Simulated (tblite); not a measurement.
A geometry optimisation, step by step.

Compound: F2H6S2Si3.
Numbering: `[F:1][SiH2:2][S:3][Si@H:4]([F:5])[S:6][SiH3:7]` (hydrogens: H8, H9 on Si2; H10 on Si4; H11, H12, H13 on Si7)

Computed with GFN2-xTB (tblite), gas phase: L-BFGS steps from a force-field or distance-geometry start until the largest atomic force falls under 0.01 eV/Å. 5 of its 111 geometries are shown.

Step 0: E = -664.6776 eV, largest atomic force 2.274 eV/Å
```
atom  x, y, z in Å  |  force x, y, z in eV/Å
F1      2.896   -1.709    1.494   -0.653   1.366  -1.697
Si2     2.404   -0.738    0.193    1.001  -1.092   0.532
S3      0.933    0.600    0.943   -0.097   0.409   0.424
Si4     0.011    1.637   -0.709   -1.251   0.125   0.453
F5     -1.075    2.734   -0.047    1.344  -1.116  -0.679
S6     -1.139    0.146   -1.775    0.291   0.271  -0.176
Si7    -2.401   -0.722   -0.262   -0.573   0.276   0.862
H8      3.531    0.042   -0.363   -0.257  -0.256   0.467
H9      1.915   -1.639   -0.848   -0.067   0.035   0.376
H10     0.964    2.215   -1.620   -0.170   0.150   0.090
H11    -3.018   -1.975   -0.699    0.313   0.214  -0.178
H12    -1.572   -0.881    0.949   -0.193  -0.080  -0.345
H13    -3.454    0.291    0.004    0.314  -0.301  -0.129
```

Step 28: E = -665.1169 eV, largest atomic force 0.055 eV/Å
```
atom  x, y, z in Å  |  force x, y, z in eV/Å
F1      2.903   -1.593    1.368   -0.001   0.009   0.014
Si2     2.412   -0.677    0.155   -0.020   0.014  -0.019
S3      1.089    0.760    1.040   -0.019   0.002  -0.003
Si4     0.037    1.510   -0.664    0.006  -0.003  -0.035
F5     -0.957    2.611   -0.058    0.000  -0.014   0.024
S6     -1.084    0.042   -1.719    0.033  -0.005   0.003
Si7    -2.459   -0.706   -0.220   -0.012  -0.015   0.013
H8      3.586    0.001   -0.353    0.009   0.000  -0.008
H9      1.699   -1.549   -0.752   -0.009  -0.020   0.002
H10     0.882    2.166   -1.627    0.014   0.029   0.002
H11    -2.968   -1.896   -0.884    0.011   0.033   0.033
H12    -1.675   -0.990    0.976   -0.044  -0.013  -0.030
H13    -3.470    0.321   -0.001    0.030  -0.017   0.005
```

Step 55: E = -665.1246 eV, largest atomic force 0.052 eV/Å
```
atom  x, y, z in Å  |  force x, y, z in eV/Å
F1      2.953   -1.520    1.398    0.019  -0.009   0.025
Si2     2.395   -0.688    0.153    0.017  -0.018  -0.035
S3      1.128    0.802    1.035   -0.020   0.030  -0.011
Si4     0.037    1.520   -0.656    0.009  -0.019  -0.014
F5     -1.041    2.528   -0.030    0.012   0.009   0.017
S6     -0.978   -0.027   -1.705   -0.017  -0.013  -0.027
Si7    -2.430   -0.700   -0.242    0.005  -0.003   0.000
H8      3.541   -0.042   -0.456   -0.036  -0.020  -0.004
H9      1.640   -1.628   -0.648    0.019   0.040   0.027
H10     0.821    2.262   -1.610    0.000  -0.002   0.023
H11    -3.021   -1.834   -0.932    0.005   0.017   0.000
H12    -1.701   -1.077    0.962    0.006  -0.012  -0.002
H13    -3.349    0.403   -0.008   -0.018   0.001   0.000
```

Step 82: E = -665.1305 eV, largest atomic force 0.048 eV/Å
```
atom  x, y, z in Å  |  force x, y, z in eV/Å
F1      3.108   -1.363    1.448   -0.020  -0.003  -0.028
Si2     2.386   -0.706    0.182    0.020  -0.022  -0.004
S3      1.161    0.837    1.030   -0.013  -0.008   0.012
Si4     0.039    1.539   -0.646    0.010  -0.018   0.011
F5     -1.040    2.526    0.009   -0.002   0.005  -0.005
S6     -0.970    0.002   -1.718    0.001  -0.004  -0.007
Si7    -2.432   -0.709   -0.283    0.005   0.011  -0.001
H8      3.438   -0.122   -0.624   -0.025   0.005  -0.004
H9      1.584   -1.749   -0.424    0.013   0.030   0.035
H10     0.811    2.304   -1.590    0.001   0.009  -0.009
H11    -3.077   -1.762   -1.048    0.009  -0.002   0.009
H12    -1.702   -1.197    0.880    0.003  -0.008  -0.007
H13    -3.311    0.403    0.043   -0.001   0.006  -0.001
```

Step 110: E = -665.1347 eV, largest atomic force 0.007 eV/Å
```
atom  x, y, z in Å  |  force x, y, z in eV/Å
F1      3.267   -1.211    1.405   -0.003  -0.001  -0.002
Si2     2.328   -0.720    0.208   -0.006  -0.003   0.002
S3      1.123    0.827    1.077    0.003   0.003  -0.001
Si4     0.054    1.551   -0.624    0.003   0.000   0.002
F5     -1.039    2.542    0.003   -0.001  -0.002  -0.001
S6     -0.926    0.023   -1.734   -0.002   0.001  -0.002
Si7    -2.396   -0.713   -0.322    0.000   0.005   0.002
H8      3.200   -0.167   -0.804    0.004   0.001  -0.004
H9      1.516   -1.860   -0.159    0.000  -0.001   0.003
H10     0.852    2.319   -1.543    0.000   0.003   0.001
H11    -3.088   -1.703   -1.128    0.002  -0.003  -0.002
H12    -1.665   -1.295    0.798    0.002   0.000   0.002
H13    -3.230    0.408    0.081   -0.001  -0.003  -0.001
```

**Question.** Summarise the path.

**Answer.** The energy falls by 0.4571 eV from step 0 to step 110; nine tenths of that is first reached at step 11. It never rises by more than 0.2 meV. The largest force goes from 2.274 to 0.007 eV/Å. Among the bonds F1–Si2 changes most, from 1.696 to 1.598 Å; the atoms move by 0.414 Å rms after alignment.

**Question.** Follow the three bonds and two angles with the largest change from start to end.

**Answer.** 
```tsv
step	E above end (eV)	largest force (eV/Å)	F1–Si2 (Å)	Si4–F5 (Å)	Si4–S6 (Å)	S6–Si7–H11 (°)	H8–Si2–H9 (°)
0	0.4571	2.274	1.696	1.680	2.164	112.4	108.2
5	0.0873	0.461	1.610	1.614	2.112	107.3	114.2
10	0.0487	0.163	1.598	1.603	2.135	103.7	117.0
14	0.0337	0.144	1.602	1.606	2.123	100.5	118.9
19	0.0263	0.153	1.596	1.600	2.127	100.8	117.4
24	0.0222	0.130	1.599	1.603	2.123	100.2	117.4
29	0.0175	0.046	1.599	1.602	2.127	100.9	117.6
33	0.0162	0.061	1.599	1.603	2.126	101.1	117.9
38	0.0153	0.044	1.599	1.603	2.128	101.3	117.8
43	0.0139	0.032	1.598	1.602	2.127	101.0	117.2
48	0.0122	0.057	1.599	1.604	2.129	100.1	117.1
53	0.0110	0.084	1.598	1.602	2.125	100.7	117.3
57	0.0097	0.046	1.599	1.603	2.128	101.1	118.3
62	0.0086	0.017	1.598	1.603	2.128	101.3	117.8
67	0.0081	0.036	1.599	1.604	2.129	101.2	117.6
72	0.0070	0.039	1.598	1.602	2.128	101.4	117.2
77	0.0054	0.039	1.598	1.604	2.128	101.3	117.3
81	0.0045	0.051	1.600	1.603	2.128	101.0	117.4
86	0.0033	0.078	1.601	1.604	2.129	100.9	117.6
91	0.0026	0.028	1.598	1.603	2.129	100.9	117.9
96	0.0019	0.032	1.599	1.603	2.129	101.0	117.6
100	0.0008	0.069	1.600	1.604	2.128	101.0	118.0
105	0.0002	0.014	1.598	1.603	2.129	101.1	118.0
110	0.0000	0.007	1.598	1.603	2.128	101.1	117.5
```

What follows is the cost of the whole relaxation. On one thread, Intel Xeon at 2.50 GHz (x86_64), on a shared host, this took 3.7 s wall, 3.3 s CPU.
